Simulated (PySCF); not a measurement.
**A search over the determinants of ZnN**

Unrestricted PBE0; basis Zn x2c-SVPall, N x2c-SVPall; spin-free X2C with a Gaussian nucleus; PySCF 2.14. Outer shells of the fragments: Zn 3d10 4s2; N 2s2 2p3.

Followed along the bond (rough minima from three points):

```tsv
2Ms+1	unpaired	⟨S²⟩ at the start	R at minimum (Å)	Te (eV)
4	σ ↑, π ↑↑	3.76	2.11	0.00
2	σ ↓, π ↑↑	1.76	1.99	0.47
2	σ ↑, π ↑↓	1.76	2.02	0.84
2	π ↑	1.07	1.83	1.05
```

Solutions found at the starting distance of 1.845 Å, counted from the lowest of them; the search is not exhaustive and high or unbound solutions are not listed, so other states can lie among these:

```csv
2Ms+1,unpaired,term,E (eV),⟨S²⟩,⟨Lz²⟩,μ (D)
4,"σ ↑, π ↑↑",⁴Σ⁻,0.00,3.76,0.00,-1.38
2,"σ ↓, π ↑↑",mixed,0.37,1.76,0.00,-1.77
2,"σ ↑, π ↑↓",mixed,0.77,1.76,2.01,-1.60
2,π ↑,mixed,0.85,1.07,1.01,-3.88
4,"σ ↑↑, π ↑",⁴Π,2.06,3.75,1.01,-2.49
2,σ ↑,mixed,2.45,0.76,2.00,-1.63
2,π ↑,²Π,4.86,0.75,1.01,3.27
4,π ↑↑↑,⁴Π,5.01,3.76,1.00,-2.32
```

A term symbol is given only where ⟨S²⟩ and ⟨Lz²⟩ are close to those of a pure state; real π, δ and φ orbitals otherwise mix terms. A positive dipole means Zn(−)N(+).

Task: Compare the gap between the two lowest followed solutions at the starting distance with the gap between their minima.

Result: At PBE0 the second solution (Ms = 0.5 of mixed spin, unpaired electrons σ ↓, π ↑↑) lies +0.37 eV from the first (quartet, unpaired electrons σ ↑, π ↑↑) at 1.845 Å and +0.47 eV at the minima; the two curves relax by different amounts, since their minima lie near 1.99 and 2.11 Å.
